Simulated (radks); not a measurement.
Results of a calculation; reference values are marked as such.
Kinetic energies: the exact non-interacting value of the Kohn-Sham orbitals and orbital-free approximations, as 100 (|E| - |E exact|)/|E exact|, negative where the magnitude is too small. Species: Bi [Hg] 6p3; Rb [Kr] 5s1. Level of theory: non-relativistic Kohn-Sham, r2SCAN, spin-polarised, spherical densities, point nucleus; meta-GGA in the generalised Kohn-Sham scheme (a radial shooting solver on a logarithmic mesh with Libxc functionals). Every spin shell is full or empty, so the densities are truly spherical. Functionals are evaluated on that one density, not self-consistently.

functional,Bi,Rb
exact (hartree),20095.4,2938.53
Thomas-Fermi,-4.55,-5.80
von Weizsacker,-65.02,-54.05
TF + vW/9,-0.66,-0.69
TF + vW/5,+2.45,+3.39
LC94,+0.04,+0.07
APBEK,+0.06,+0.14
revAPBEK,+0.20,+0.35
Perdew 92,-0.65,-0.68
Thakkar,-0.77,-0.46
DePristo-Kress,-0.18,-0.05
Ernzerhof,-0.46,-0.36
